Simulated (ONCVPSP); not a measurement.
# What one change does to a pseudopotential (zirconium (Zr), ONCV)

| Property | Result |
| --- | --- |
| Element | Zr |
| Generator | ONCVPSP 4.0.1 |
| Type | optimised norm-conserving Vanderbilt (ONCV) |
| Functional | LDA (Perdew-Wang 92) |
| Relativity | scalar-relativistic |
| Frozen core | [Ar] 3d10 |
| Valence charge | 12 |
| Reference configuration | 4s2 4p6 4d2.5 5s1.5 |
| Partial waves | 4s+5s: rc 2.25 bohr, ncon 4, nbas 8, qcut 4.6 1/bohr, 2 projectors; 4p: rc 1.95 bohr, ncon 4, nbas 8, qcut 8.9 1/bohr, 2 projectors, debl 2.4 Ha; 4d: rc 3.00 bohr, ncon 3, nbas 7, qcut 6.3 1/bohr, 2 projectors, debl 0.5 Ha |
| Local potential | polynomial inside 1.60 bohr (lpopt 3, dvloc0 2 Ha) |
| Core correction | Teter function, fcfact 2.5, rcfact 1.35 |

Change: local potential polynomial inside 1.60 bohr (lpopt 3, dvloc0 9 Ha).

Cutoffs: the cutoffs (Ha) at which the residual kinetic energy of the hardest occupied pseudo-wave falls to 1 and 0.1 mHa per electron; they do not see the model core or the augmentation charge, which bear on the density cutoff. Errors are all-electron minus pseudo energies relative to the spin-unpolarised reference configuration.

**Question.** Predict the effect on cutoff, ghosts and configuration errors.

**Answer.** The potential gets neither clearly harder nor softer (17 Ha and 23 Ha → 17 Ha and 23 Ha); the errors of the 4 common tests hardly move; the range in which the s phases agree widens (upper end 2.8 → 4.1); neither file shows a bound ghost.

```csv
quantity,base,changed
"cutoff, loose",17 Ha,17 Ha
"cutoff, tight",23 Ha,23 Ha
bound ghosts,none,none
GHOST(+) flags under 300 eV,none,none
"error for 4s2 4p6 4d2 5s2, meV [ΔE -0.52 eV]",+2.6,+2.5
"error for 4s2 4p6 4d2 5s1, meV [ΔE 6.82 eV]",+1.5,+1.4
"error for 4s2 4p6 4d2 5s0, meV [ΔE 20.06 eV]",-4.8,-4.8
"error for 4s2 4p6 4d2 5s0 5p1, meV [ΔE 10.63 eV]",-0.6,-0.8
s: phases at 2.28 bohr within 0.05 rad from the reference energy up to (Ha; the scan ends near 5),2.8,4.1
p: phases at 1.97 bohr within 0.05 rad from the reference energy up to (Ha; the scan ends near 5),to the end of the scan,to the end of the scan
d: phases at 3.04 bohr within 0.05 rad from the reference energy up to (Ha; the scan ends near 5),3.3,3.2
"rms error of d²Exc/dni dnj with the model core, mHa",1.21,1.21
```
